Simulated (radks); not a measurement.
F V, configuration [He] 2s1.75 2p1.25 (fractional occupations, a model configuration). All-electron calculation, scalar-relativistic Kohn-Sham, Wu-Cohen GGA, spin-polarised, spherical densities, point nucleus; open shells are filled with parallel spins first. Program: a radial shooting solver on a logarithmic mesh with Libxc functionals.

X-ray form factor f0, the Fourier transform of the density (f0(0) = 5):

sin(theta)/lambda (1/angstrom)  f0 (electrons)
0.05                                     4.955
0.1                                      4.826
0.15                                     4.622
0.2                                      4.362
0.25                                     4.064
0.3                                      3.748
0.4                                      3.131
0.5                                      2.606
0.6                                      2.205
0.8                                      1.724
1                                        1.487
1.25                                     1.300
1.5                                      1.135
2                                        0.823
